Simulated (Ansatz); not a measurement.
One change: `[SiH3]OC[SiH2]Cl` becomes `BCC[SiH2]Cl`.

Ansatz, PBE0-D4/def2-TZVP geometries, multiplicity 1. Each molecule was computed in one conformer, which needn't be the lowest.

```tsv
property	`[SiH3]OC[SiH2]Cl`
HOMO energy (ωB97M-V/def2-TZVPP) / eV	-10.70
size of the dipole moment (PBE/def2-TZVPP) / D	1.21
HOMO–LUMO gap (PBE0/def2-TZVPP) / eV	8.12
HOMO–LUMO gap (B3LYP/def2-TZVPP) / eV	7.70
HOMO–LUMO gap (ωB97M-V/def2-TZVPP) / eV	12.12
HOMO–LUMO gap (PBE/def2-TZVPP) / eV	5.81
```

(1) Give the same properties after the change, and the shifts. (An estimate is asked.)

Answers

(1) Computed: 
```
                                      property  `BCC[SiH2]Cl`  shift
         HOMO energy (ωB97M-V/def2-TZVPP) / eV         -10.49   0.21
size of the dipole moment (PBE/def2-TZVPP) / D           1.38   0.17
          HOMO–LUMO gap (PBE0/def2-TZVPP) / eV           6.83  -1.29
         HOMO–LUMO gap (B3LYP/def2-TZVPP) / eV           6.39  -1.31
       HOMO–LUMO gap (ωB97M-V/def2-TZVPP) / eV          10.96  -1.16
           HOMO–LUMO gap (PBE/def2-TZVPP) / eV           4.52  -1.29
```

With PBE0 the HOMO rises by 0.16 eV and the LUMO falls by 1.13 eV, so the gap narrows by about 1.29 eV. PBE moves the HOMO by 0.02 eV and ωB97M-V by 0.21 eV. Dipoles are sizes alone; their direction can turn.

B3LYP here is the variant with VWN-RPA as its local correlation; programs differ in this.
